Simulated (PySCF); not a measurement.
# `C[C@@H]1C[P@@]1(=O)C1CC1`, C₆H₁₁OP

Molfile (atoms numbered from 1):
```
C6H11OP
     RDKit          3D

 19 20  0  0  0  0  0  0  0  0999 V2000
    2.6946   -0.2665   -0.8926 C   0  0  0  0  0  0  0  0  0  0  0  0
    1.2733    0.1739   -0.6647 C   0  0  2  0  0  0  0  0  0  0  0  0
    0.9483    0.8457    0.7133 C   0  0  0  0  0  0  0  0  0  0  0  0
    0.2353   -0.7984    0.4671 P   0  0  2  0  0  5  0  0  0  0  0  0
    0.7424   -1.9738    1.1882 O   0  0  0  0  0  0  0  0  0  0  0  0
   -1.5378   -0.7798    0.0852 C   0  0  0  0  0  0  0  0  0  0  0  0
   -2.2007    0.4419   -0.4654 C   0  0  0  0  0  0  0  0  0  0  0  0
   -2.4421    0.0508    0.9534 C   0  0  0  0  0  0  0  0  0  0  0  0
    2.7840   -0.8037   -1.8351 H   0  0  0  0  0  0  0  0  0  0  0  0
    3.3690    0.5898   -0.9190 H   0  0  0  0  0  0  0  0  0  0  0  0
    3.0033   -0.9320   -0.0874 H   0  0  0  0  0  0  0  0  0  0  0  0
    0.8179    0.6699   -1.5138 H   0  0  0  0  0  0  0  0  0  0  0  0
    0.3765    1.7618    0.6800 H   0  0  0  0  0  0  0  0  0  0  0  0
    1.7827    0.8938    1.4014 H   0  0  0  0  0  0  0  0  0  0  0  0
   -1.8823   -1.7576   -0.2302 H   0  0  0  0  0  0  0  0  0  0  0  0
   -2.9942    0.2977   -1.1835 H   0  0  0  0  0  0  0  0  0  0  0  0
   -1.5936    1.3123   -0.6619 H   0  0  0  0  0  0  0  0  0  0  0  0
   -1.9835    0.6430    1.7321 H   0  0  0  0  0  0  0  0  0  0  0  0
   -3.4028   -0.3594    1.2255 H   0  0  0  0  0  0  0  0  0  0  0  0
  1  2  1  0
  2  3  1  0
  3  4  1  0
  4  5  2  0
  4  6  1  6
  6  7  1  0
  7  8  1  0
  4  2  1  0
  8  6  1  0
  1  9  1  0
  1 10  1  0
  1 11  1  0
  2 12  1  6
  3 13  1  0
  3 14  1  0
  6 15  1  0
  7 16  1  0
  7 17  1  0
  8 18  1  0
  8 19  1  0
M  END
```

Computed, not measured: TDDFT B3LYP/def2-SVPD circular dichroism and optical rotation, one conformer, gas phase in PySCF 2.14.0. Geometry: GFN2-xTB.

The molecule is flexible and this is one conformer; a measurement averages over conformers. States above about 6.7 eV (minus the energy of the highest occupied orbital) lie near or above the ionisation threshold and depend on the basis.

Task: Draw the ECD and absorption spectra from the lowest 8 states, each a Gaussian of half-width 0.3 eV at 1/e height.

Result: 
```tsv
E (eV)	λ (nm)	Δε (L mol⁻¹ cm⁻¹)	ε (L mol⁻¹ cm⁻¹)
5.35	232	-0.19	28.3
5.45	227	-0.53	77.1
5.55	223	-1.14	169
5.65	219	-1.93	297
5.75	216	-2.49	431
5.85	212	-2.10	537
5.95	208	-0.11	634
6.05	205	+3.54	802
6.15	202	+7.74	1110
6.25	198	+10.27	1540
6.35	195	+9.06	1980
6.45	192	+4.18	2380
6.55	189	-1.40	2840
6.65	186	-3.52	3580
6.75	184	+0.22	4700
6.85	181	+8.65	5890
```
Δε uses R in velocity form, ε uses f in length form. Only the states computed contribute, so the short-wavelength end is incomplete.
